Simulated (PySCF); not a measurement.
`C=Cc1c(C)ccpc1C`: 4 charge schemes on one density

Species: C₉H₁₁P.
Numbering: `[CH2:1]=[CH:2][c:3]1[c:4]([CH3:5])[cH:6][cH:7][p:8][c:9]1[CH3:10]` (hydrogens: H11, H12 on C1; H13 on C2; H14, H15, H16 on C5; H17 on C6; H18 on C7; H19, H20, H21 on C10)

Cartesian coordinates in Å at the GFN2-xTB level; atoms count from 1:
```xyz
21
C9H11P angstrom
C      1.4965   -1.9249   -0.5058
C      0.8699   -1.2442    0.4357
C      0.1198    0.0084    0.1842
C     -1.2354   -0.0901   -0.1482
C     -1.8682   -1.4484   -0.2244
C     -2.0029    1.0363   -0.4127
C     -1.5250    2.3273   -0.3699
P      0.0930    2.7819    0.0385
C      0.8040    1.2111    0.3071
C      2.2579    1.1930    0.6921
H      1.4918   -1.5982   -1.5333
H      2.0387   -2.8310   -0.2940
H      0.8852   -1.5827    1.4657
H     -1.6703   -2.0160    0.6840
H     -1.4542   -2.0148   -1.0582
H     -2.9440   -1.3679   -0.3601
H     -3.0446    0.8862   -0.6702
H     -2.2065    3.1377   -0.5989
H      2.8511    0.6878   -0.0700
H      2.4031    0.6562    1.6299
H      2.6310    2.2092    0.8081
```

Density: PBE0/pcSseg-1 (PySCF); schemes: Mulliken, IAO, Hirshfeld and ESP-fitted. One conformer (not necessarily the lowest) at the GFN2-xTB geometry, without solvent, vibrations or thermal averaging.

Problem. At which atom do the 4 schemes differ most?

Solution. At C9: from -0.591 (Mulliken) to +0.488 e (ESP-fitted), 1.079 e apart.

Problem. For which atoms does the sign change between the 4 schemes (beyond +0.03 e in one, beyond −0.03 e in another)?

Solution. C3, C4, C7, P8 and C9.

Problem. Give the atomic charges in each scheme.

Solution. In e:

```json
{"atom": "C1", "environment": "terminal =CH2 carbon", "Mulliken": "-0.097", "IAO": "-0.309", "Hirshfeld": "-0.087", "ESP-fitted": "-0.453"}
{"atom": "C2", "environment": "alkene CH carbon", "Mulliken": "-0.221", "IAO": "-0.143", "Hirshfeld": "-0.027", "ESP-fitted": "+0.002"}
{"atom": "C3", "environment": "substituted aromatic carbon", "Mulliken": "+0.036", "IAO": "-0.011", "Hirshfeld": "0.000", "ESP-fitted": "-0.501"}
{"atom": "C4", "environment": "substituted aromatic carbon", "Mulliken": "-0.365", "IAO": "+0.024", "Hirshfeld": "+0.015", "ESP-fitted": "+0.645"}
{"atom": "C5", "environment": "benzylic-type carbon", "Mulliken": "-0.096", "IAO": "-0.423", "Hirshfeld": "-0.119", "ESP-fitted": "-0.553"}
{"atom": "C6", "environment": "aromatic CH carbon", "Mulliken": "+0.014", "IAO": "-0.148", "Hirshfeld": "-0.054", "ESP-fitted": "-0.668"}
{"atom": "C7", "environment": "aromatic CH carbon", "Mulliken": "-0.373", "IAO": "-0.374", "Hirshfeld": "-0.111", "ESP-fitted": "+0.091"}
{"atom": "P8", "environment": "phosphorus bonded to 2 C", "Mulliken": "+0.477", "IAO": "+0.328", "Hirshfeld": "+0.063", "ESP-fitted": "-0.305"}
{"atom": "C9", "environment": "substituted aromatic carbon", "Mulliken": "-0.591", "IAO": "-0.196", "Hirshfeld": "-0.045", "ESP-fitted": "+0.488"}
{"atom": "C10", "environment": "benzylic-type carbon", "Mulliken": "-0.132", "IAO": "-0.419", "Hirshfeld": "-0.127", "ESP-fitted": "-0.556"}
{"atom": "H11", "environment": "vinylic hydrogen", "Mulliken": "+0.117", "IAO": "+0.150", "Hirshfeld": "+0.048", "ESP-fitted": "+0.209"}
{"atom": "H12", "environment": "vinylic hydrogen", "Mulliken": "+0.119", "IAO": "+0.153", "Hirshfeld": "+0.050", "ESP-fitted": "+0.174"}
{"atom": "H13", "environment": "vinylic hydrogen", "Mulliken": "+0.128", "IAO": "+0.151", "Hirshfeld": "+0.050", "ESP-fitted": "+0.141"}
{"atom": "H14", "environment": "methyl hydrogen", "Mulliken": "+0.133", "IAO": "+0.153", "Hirshfeld": "+0.044", "ESP-fitted": "+0.142"}
{"atom": "H15", "environment": "methyl hydrogen", "Mulliken": "+0.138", "IAO": "+0.158", "Hirshfeld": "+0.043", "ESP-fitted": "+0.158"}
{"atom": "H16", "environment": "methyl hydrogen", "Mulliken": "+0.116", "IAO": "+0.144", "Hirshfeld": "+0.045", "ESP-fitted": "+0.143"}
{"atom": "H17", "environment": "aromatic hydrogen", "Mulliken": "+0.082", "IAO": "+0.146", "Hirshfeld": "+0.047", "ESP-fitted": "+0.237"}
{"atom": "H18", "environment": "aromatic hydrogen", "Mulliken": "+0.127", "IAO": "+0.162", "Hirshfeld": "+0.044", "ESP-fitted": "+0.134"}
{"atom": "H19", "environment": "methyl hydrogen", "Mulliken": "+0.136", "IAO": "+0.157", "Hirshfeld": "+0.041", "ESP-fitted": "+0.167"}
{"atom": "H20", "environment": "methyl hydrogen", "Mulliken": "+0.130", "IAO": "+0.150", "Hirshfeld": "+0.043", "ESP-fitted": "+0.148"}
{"atom": "H21", "environment": "methyl hydrogen", "Mulliken": "+0.121", "IAO": "+0.147", "Hirshfeld": "+0.038", "ESP-fitted": "+0.156"}
```

Mean size of the charges over all atoms: ESP-fitted 0.289 e, IAO 0.193 e, Mulliken 0.178 e, Hirshfeld 0.054 e. Each set sums to the total charge, 0, to within 0.001 e. The Mulliken scheme gives each basis function's population to the atom it is centred on and halves the overlap population of two atoms between them.

Problem. Sum the charges by element, for elements with more than one atom.

Solution. 
```
element  atoms  Mulliken     IAO  Hirshfeld  ESP-fitted
      C      9    -1.824  -1.999     -0.555      -1.504
      H     11    +1.347  +1.671     +0.493      +1.810
```

Problem. How closely do the schemes follow one another over all atoms?

Solution. Correlation coefficient and root-mean-square difference: IAO with Hirshfeld 0.99, 0.160 e; Mulliken with IAO 0.71, 0.170 e; Mulliken with Hirshfeld 0.65, 0.195 e; Hirshfeld with ESP-fitted 0.55, 0.321 e; IAO with ESP-fitted 0.47, 0.314 e; Mulliken with ESP-fitted -0.20, 0.456 e.

Problem. How many electrons does the Hirshfeld scheme count on C10?

Solution. Z − q = 6 − (-0.127) = 6.127.
